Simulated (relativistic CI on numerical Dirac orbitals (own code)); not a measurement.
Hyperfine structure of Hg⁵¹⁺, mass number 199

Method of calculation: Dirac-Coulomb-Breit CI, KLI orbitals optimised for each configuration, model QED, unscaled Slater integrals (own radial code, finite nucleus).

Configurations in the expansion (outside the closed core [Ar]): 3d¹⁰4s, 3d¹⁰4p, 3d¹⁰4d, 3d¹⁰4f, 3d¹⁰5s, 3d¹⁰5p, 3d¹⁰5d, 3d¹⁰5f, 3d¹⁰5g, 3d⁹4p², 3d¹⁰6s, 3d¹⁰6p, 3d⁹4s², 3d⁸4s4p², 3d⁹4p4d, 3d¹⁰6d. Levels of other configurations are missing.

Nuclear spin I = 1/2, μ = 0.5039 μN (tables of Stone and Pyykkö). The electronic factors are computed for point nuclear moments, without core polarisation or the Bohr-Weisskopf and QED corrections.

```
        Level   E (eV)  A (GHz)
 3d¹⁰4s ²S1/2     0.00     2638
3d¹⁰4p ²P°1/2   112.83    856.7
3d¹⁰4p ²P°3/2   265.87    85.28
 3d¹⁰4d ²D3/2   436.53    43.85
 3d¹⁰4d ²D5/2   468.94    17.21
3d¹⁰4f ²F°5/2   650.39    9.432
3d¹⁰4f ²F°7/2   659.15    5.115
 3d¹⁰5s ²S1/2  1216.36     1245
```

Levels with J = 0, under 50 % of one LS term, or S terms without an open s electron are left out. Small factors come from cancelling terms and can be off by tens of per cent or more.

At this charge energies of transitions that change n are usually good to better than 1 %, and those within a shell (Δn = 0) to a few per cent.

**Question.** Give the hyperfine levels of 3d¹⁰4s ²S1/2 relative to its centre of gravity.

**Answer.** With K = F(F + 1) − I(I + 1) − J(J + 1), E = AK/2: F = 0: -1978, F = 1: 659.4 GHz.

LS names give the leading component of a level, which can be under half, so a name can repeat, a term be missing and a line seem to break the LS rules.
